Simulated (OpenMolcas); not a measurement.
## Ionisation energies of zinc

| Quantity | Value |
| --- | --- |
| Program | OpenMolcas |
| Basis | ANO-RCC-VTZP [6s5p3d2f1g] |
| Scalar Hamiltonian | DKH2, point nucleus |
| Spin-orbit coupling | RASSI with atomic mean-field integrals over the reference wave functions, term energies averaged over their components |

Active shells in each charge state: the valence s, p shells, with orbitals averaged over the low states. Where CASPT2's correlated closed shells are named, they are those of the first ion.

A. CASSCF
B. SS-CASPT2, IPEA 0.25 Eh, imaginary shift 0.1 Eh (closed shells correlated: 3d)
C. SS-CASPT2, IPEA 0.25 Eh, imaginary shift 0.1 Eh (closed shells correlated: 3s 3p 3d)
D. SS-CASPT2, IPEA 0.25 Eh, imaginary shift 0.1 Eh (closed shells correlated: none)
E. SS-CASPT2, IPEA 0 Eh, imaginary shift 0.1 Eh (closed shells correlated: 3d)

Energies in eV between the lowest computed levels, named as in B; reference values from the NIST Atomic Spectra Database with their kind.

```tsv
From	To	A	B	C	D	E	Spin-orbit share in B	Reference
Zn 4s2 1S0	Zn+ 4s 2S 1/2	8.634	9.216	9.269	8.679	9.212	+0.000	9.394 (measured)
Zn+ 4s 2S 1/2	Zn2+ 3d10 1S0	16.876	17.904	18.004	16.876	17.937	+0.000	17.964 (measured)
```

Error against the reference values, in %:

```tsv
From	Reference	A	B	C	D	E
Zn	measured	-8.1	-1.9	-1.3	-7.6	-1.9
Zn+	measured	-6.1	-0.3	+0.2	-6.1	-0.2
```

Mean absolute error over the 2 measured values: A 0.92 eV, B 0.12 eV, C 0.08 eV, D 0.90 eV, E 0.10 eV. C lies closest.
